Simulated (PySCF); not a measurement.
Al(H)(NHMe)2 (C2H9AlN2), SMILES C[NH][AlH][NH]C.

Geometry: TPSSh-D3(BJ)/def2-SVP. The structure was generated by enumeration; whether it is a known compound was not checked. The values are those of a single conformer.

Computed with PySCF with PBE/def2-TZVP.

Symmetry labels are those of the subgroup Cs that the program uses (full group Cs).

### Question
List the valence orbital energies around the gap with their symmetry. (Estimate from the structure and the level; the computed values follow.)

### Answer

| orbital | symmetry | energy (eV) |
|---|---|---|
| HOMO−7 | A" | -10.05 |
| HOMO−6 | A" | -9.97 |
| HOMO−5 | A' | -9.83 |
| HOMO−4 | A' | -8.72 |
| HOMO−3 | A' | -7.85 |
| HOMO−2 | A' | -7.30 |
| HOMO−1 | A" | -5.56 |
| HOMO | A" | -4.94 |
| LUMO | A" | -0.42 |
| LUMO+1 | A' | -0.28 |
| LUMO+2 | A' | 0.27 |
| LUMO+3 | A' | 0.96 |
